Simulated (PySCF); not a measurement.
C3H7O, charge +1.

```xyz
11

C      1.2891    -0.5065     0.4317
C      0.0116     0.0513    -0.0342
C     -1.2895    -0.5423     0.3226
O      0.0902     1.0898    -0.7707
H      1.1935    -0.9258     1.4444
H      1.5257    -1.3594    -0.2378
H      2.1040     0.2257     0.3600
H     -2.1213    -0.1795    -0.2984
H     -1.4888    -0.2781     1.3806
H     -1.2308    -1.6421     0.2936
H     -0.7708     1.4250    -1.0972
```
Charge +1, spin multiplicity 1.

Coordinates come from a B3LYP-D3(BJ)/def2-SVP optimisation. The isomer is the one that the SMILES or the coordinates give; other isomers of the formula were not compared.

All values below come from PySCF with HF/pcSseg-1. Non-relativistic, no solvent.

Computed absolute GIAO shielding of each atom: isotropic value and principal components (ppm):
```
atom  σ(iso)     σ11    σ22    σ33   span
----  ------  ------  -----  -----  -----
C1     160.7   131.9  158.9  191.4   59.5
C2     -73.9  -249.6  -97.4  125.3  374.9
C3     158.9   132.7  151.2  192.9   60.2
O4      13.3  -230.0   21.7  248.2  478.1
H5      28.1    24.5   27.4   32.6    8.1
H6      28.4    25.0   26.1   34.1    9.1
H7      28.0    23.6   26.4   34.1   10.4
H8      28.8    24.5   27.3   34.6   10.1
H9      28.2    24.7   26.3   33.7    9.0
H10     27.9    24.1   27.0   32.5    8.4
H11     21.0    17.2   20.0   25.8    8.6
```
